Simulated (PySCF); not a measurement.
**Frontier orbitals and the lowest excitations**

Species: C5H7O2P.
Structure used (GFN2-xTB), in Å, numbered top down from 1:
```xyz
15
C5H7O2P angstrom
C      2.8585   -1.4925   -0.0255
C      1.9807   -0.6965   -0.2146
P      0.7817    0.5605   -0.6046
O      0.9434    1.1645   -1.9317
O      0.9885    1.6563    0.5609
C     -0.8509   -0.1506   -0.2374
C     -0.9844   -1.3971    0.1791
C     -1.9576    0.8053   -0.5189
H      3.6113   -2.2032    0.1607
H      1.3805    2.4384    0.1664
H     -0.1274   -2.0272    0.3488
H     -1.9539   -1.8282    0.3729
H     -1.8447    1.1928   -1.5320
H     -2.9319    0.3324   -0.4168
H     -1.8982    1.6530    0.1652
```

Computed with TDDFT CAM-B3LYP/def2-SVPD, vertical, gas phase, core orbitals frozen in the response (PySCF 2.14.0, density-fitted response routines).

Frontier orbitals with the atoms that hold most of them (Löwdin shares over 4%, at most four atoms; ? is withheld):

```
orbital  ε (eV)                           atoms
 HOMO-3  -10.39           C2 40%, C1 38%, P3 4%
 HOMO-2   -9.96   O4 40%, C6 12%, P3 11%, O5 8%
 HOMO-1   -9.83   O4 50%, C2 18%, C1 16%, P3 6%
   HOMO       ?                               ?
   LUMO    0.21                               ?
 LUMO+1    0.66   C1 28%, C2 26%, P3 12%, H9 8%
 LUMO+2    1.12  C1 22%, C2 20%, C6 16%, C7 11%
```

Question: Give the leading atoms of the HOMO.

Answer: C7 (bonded to C and 2 H) 30%; C6 (bonded to 2 C and P) 30%; O4 (bonded to P) 16%; C8 (bonded to C and 3 H) 6%. By element: carbon 66% or more, oxygen 16% or more.

Question: Which atoms hold the LUMO, and with what shares?

Answer: C7 (bonded to C and 2 H) 24%; C6 (bonded to 2 C and P) 18%; P3 (bonded to 2 C and 2 O) 11%; C2 (bonded to C and P) 11%. By element: carbon 52% or more, phosphorus 11%.

Question: What is the HOMO energy, and the HOMO–LUMO gap?

Answer: ε(HOMO) = -9.45 eV; the gap is 9.66 eV (0.3551 hartree).

Question: The HOMO–LUMO gap is 9.66 eV. Where does the response calculation put the lowest singlet, and from which orbitals?

Answer: S1 is at 6.10 eV (f = 0.0003), 3.56 eV below the gap, made of HOMO-1→LUMO+1 (31%), HOMO-4→LUMO+1 (14%), HOMO-1→LUMO (10%). Its leading pair isn't HOMO and LUMO; the energies of that pair differ by 10.49 eV. 

Next come S2 at 6.35 eV (f 0.0063), HOMO-1→LUMO (24%), HOMO-3→LUMO+1 (23%), HOMO-1→LUMO+2 (9%); S3 at 6.41 eV (f 0.0000), HOMO-3→LUMO (29%), HOMO-3→LUMO+2 (28%), HOMO-2→LUMO (11%); S4 at 6.59 eV (f 0.037), HOMO-2→LUMO (39%), HOMO→LUMO (27%), HOMO-3→LUMO (13%); S5 at 6.98 eV (f 0.186), HOMO→LUMO (55%), HOMO-1→LUMO (22%), HOMO-2→LUMO (12%).

Löwdin shares depend on the basis, the more so with diffuse functions.

One conformer stands for the species.
